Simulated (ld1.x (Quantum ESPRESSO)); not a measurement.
# Au, TM: configuration errors across variants

| Item | Value |
| --- | --- |
| Element | gold (Au) |
| Generator | ld1.x (Quantum ESPRESSO) 7.5 |
| Type | norm-conserving Troullier–Martins (Kleinman–Bylander form) |
| Functional | BLYP |
| Relativity | scalar-relativistic |
| Frozen core | [Xe] |
| Valence charge | 25 |
| Reference configuration | 4f14 5d10 6s0 6p1 |
| Partial waves | 6s (bound, empty): rc 1.90 bohr; 6p (bound): rc 2.45 bohr; 4f (bound): rc 0.90 bohr; 5d (bound): rc 1.80 bohr |
| Local potential | the d channel |
| Core correction | a·sin(br)/r model core, default radius (core density twice the valence density) |

All-electron excitation energies from the reference (eV): (1) 4f14 5d10 6s1 6p0 -5.236; (2) 4f14 5d10 6s0 6p0 4.233; (3) 4f14 5d9 6s0 6p0 25.346; (4) 4f13 5d10 6s1 6p0 87.284; (5) 4f14 5d9 6s1 6p0 6.762; (6) 4f14 5d9 6s1 6p1 2.100; (7) 4f14 5d10 6s0.5 6p0 -1.446.

The default core radius of the base comes out at 0.28 bohr.

Tests that are not counted but printed errors over 1 eV. “wave 4f (bound): rc 0.90 bohr becomes 4f (bound): rc 1.20 bohr”: 4f14 5d9 6s1 6p1 (solver errors, printed error -2.3 eV). “wave 5d (bound): rc 1.80 bohr becomes 5d (bound): rc 2.20 bohr”: 4f14 5d9 6s1 6p1 (solver errors, printed error -2.0 eV).

2 further variants failed, have other tests or another functional or relativity, and are left out.

A true bound ghost makes a file unfit for plane-wave use even where its test errors are small: the radial tests pick states by their node count and pass the ghost by. Where a test does run into it, the solver fails or the error is huge.

Errors AE − PS in meV (a dash: test not solved or not reliable):

| change | (1) | (2) | (3) | (4) | (5) | (6) | (7) | bound ghosts |
| --- | --- | --- | --- | --- | --- | --- | --- | --- |
| base | -0.2 | -5.0 | -18 | -1770 | -20 | -44 | -0.3 | p |
| wave 4f (bound): rc 0.90 bohr becomes 4f (bound): rc 1.20 bohr | -0.2 | -4.9 | -18 | -634 | -20 | – | -0.4 | s, p |
| core correction a·sin(br)/r model core inside 0.74 bohr | -0.2 | -4.9 | -18 | -1700 | -20 | -44 | -0.3 | p |
| wave 5d (bound): rc 1.80 bohr becomes 5d (bound): rc 2.20 bohr | 0.0 | -4.8 | -23 | -1953 | -21 | – | -0.4 | p |
| local potential all-electron potential smoothed inside 2.25 bohr (lloc = -2) | -0.2 | -5.0 | -40 | -2333 | -28 | -49 | -0.5 | not determined |
| all radii but the core radius scaled by about 0.84 (s 1.60, p 2.06, d 1.52, f 0.76 bohr) | -0.5 | -3.4 | -26 | -2038 | -24 | -42 | -0.4 | p |

(1) Give the same row for: wave 6s (bound): rc 1.90 bohr becomes 6s (bound): rc 2.28 bohr.

Answers

(1) -1.6, -4.9, -18, -1824, -27, -51, -0.4; bound ghosts: p.
